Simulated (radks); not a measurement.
Pb I, configuration [Xe] 4f13 5d10 6s2 6p3 (not the ground configuration). Method: Dirac Kohn-Sham, PBEsol, spin-unpolarised, spherical densities, finite nucleus; open shells are shared between the two j in proportion to 2j + 1; Fermi nuclear charge, rms radius 5.5012 fm; computed with a radial shooting solver on a logarithmic mesh with Libxc functionals. Some entries of the table are withheld. Estimate them.

orbital,occ.,eigenvalue (eV),<r^2> (bohr^2)
1s1/2,2,-87907.21,0.0003577
2s1/2,2,-15729.20,0.005370
2p1/2,2,(1),(2)
2p3/2,4,(3),(4)
3s1/2,2,-3793.793,0.03480
3p1/2,2,-3514.409,0.03160
3p3/2,4,-3026.353,0.03794
3d3/2,4,-2563.963,0.02893
3d5/2,6,-2460.093,0.03065
4s1/2,2,-873.6729,0.1661
4p1/2,2,-752.4475,0.1682
4p3/2,4,-631.9573,0.1990
4d3/2,4,-433.6959,0.2060
4d5/2,6,-411.0891,0.2165
4f5/2,5.57143,-154.5157,0.2348
5s1/2,2,-153.6702,0.7964
4f7/2,7.42857,-149.3367,0.2410
5p1/2,2,-111.4879,0.9069
5p3/2,4,-87.9701,1.094
5d3/2,4,(5),1.721
5d5/2,6,(6),1.848
6s1/2,2,-14.1849,5.485
6p1/2,1,-5.9619,8.848
6p3/2,2,-4.0976,11.87

Answer. 
(1) 2p1/2 eigenvalue (eV): -15113.99
(2) 2p1/2 <r^2> (bohr^2): 0.003776
(3) 2p3/2 eigenvalue (eV): -12926.20
(4) 2p3/2 <r^2> (bohr^2): 0.004958
(5) 5d3/2 eigenvalue (eV): -28.7770
(6) 5d5/2 eigenvalue (eV): -25.8772
